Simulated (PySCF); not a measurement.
Where the electron goes

C₂H₁₁NSi₂.
Z-matrix (Å and degrees, GFN2-xTB geometry), rows numbered from 1:
```
C 
C   1  1.5231
Si  2  1.9070  1  113.93
N   3  1.7295  2  105.79  1    63.13
Si  3  2.3041  2  112.77  1   179.35
H   1  1.0895  2  111.05  3   177.51
H   1  1.0880  2  110.80  3   -62.53
H   1  1.0882  2  110.71  3    57.44
H   2  1.0917  1  108.62  3  -121.62
H   2  1.0913  1  108.97  3   122.92
H   3  1.4856  2  105.60  1   -56.55
H   4  1.0080  3  119.57  2   -47.39
H   4  1.0070  3  119.12  2   173.71
H   5  1.4655  3  114.78  2   -53.63
H   5  1.4673  3  111.83  2  -174.05
H   5  1.4662  3  112.20  2    67.33
```

Computed with PySCF, TDDFT CAM-B3LYP/def2-SVPD, vertical, gas phase, core orbitals frozen in the response.

Frontier orbitals with the atoms that hold most of them (Löwdin shares over 4%, at most four atoms; ? is withheld):

```csv
orbital,ε (eV),atoms
HOMO-3,-10.98,"Si5 41%, H16 28%, H14 19%, Si3 4%"
HOMO-2,-10.34,"N4 22%, Si3 20%, C2 15%, Si5 12%"
HOMO-1,-9.32,"Si3 24%, C2 22%, Si5 20%, C1 9%"
HOMO,?,?
LUMO,0.95,?
LUMO+1,1.31,"Si5 25%, Si3 21%, C2 8%, H11 8%"
LUMO+2,1.37,"Si5 48%, Si3 10%, H15 10%, H14 10%"
```

Question: Give the leading atoms of the HOMO.

Answer: N4 (bonded to Si and 2 H) 51%; Si3 (bonded to C, N, Si and H) 16%; H11 (bonded to Si) 11%; Si5 (bonded to Si and 3 H) 6%. By element: nitrogen 51%, silicon 22%, hydrogen 11% or more.

Question: Give the leading atoms of the LUMO.

Answer: Si3 (bonded to C, N, Si and H) 21%; Si5 (bonded to Si and 3 H) 14%; H12 (bonded to N) 11%; N4 (bonded to Si and 2 H) 11%. By element: silicon 35%, hydrogen 11% or more, nitrogen 11%.

Question: What is the HOMO energy, and the HOMO–LUMO gap?

Answer: ε(HOMO) = -8.65 eV; the gap is 9.60 eV (0.3527 hartree).

Question: How does S1 compare with the orbital gap of 9.60 eV?

Answer: S1 is at 6.17 eV (f = 0.0066), 3.43 eV below the gap, made of HOMO→LUMO (91%). 

Question: Give energy, strength and leading configuration of S1, S2 and S5, and follow the Löwdin shares of the leading atoms from the occupied to the empty orbital.

Answer: 
- S1 (6.17 eV, f 0.0066), HOMO→LUMO (91%): N4 51% → 11%, Si3 16% → 21%, Si5 6% → 14%
- S2 (6.84 eV, f 0.022), HOMO→LUMO+1 (85%): N4 51% → at most 8%, Si3 16% → 21%, Si5 6% → 25%
- S5 (7.51 eV, f 0.064), HOMO-1→LUMO+1 (81%): Si3 24% → 21%, C2 22% → 8%, Si5 20% → 25%

One conformer stands for the species.
